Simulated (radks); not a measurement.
The numbers below are computed, except where a source is named.
Removal energies from the zirconium ion Zr11+, [Ar] 3d10 4s1, by Delta-SCF beside the eigenvalue of the level emptied. Level of theory: non-relativistic Kohn-Sham, PBE, spin-polarised, spherical densities, point nucleus (a radial shooting solver on a logarithmic mesh with Libxc functionals). Open shells are filled with parallel spins first.

| removed from | final configuration | Delta-SCF (eV) | -eigenvalue (eV) |
|---|---|---|---|
| 4s | [Ar] 3d10 | 234.05 | 224.31 |
| 3d | [Ar] 3d9 4s1 | 401.79 | 379.31 |
| 3p | [Ne] 3s2 3p5 3d10 4s1 | 536.65 | 515.04 |
| 3s | [Ne] 3s1 3p6 3d10 4s1 | 611.00 | 589.58 |
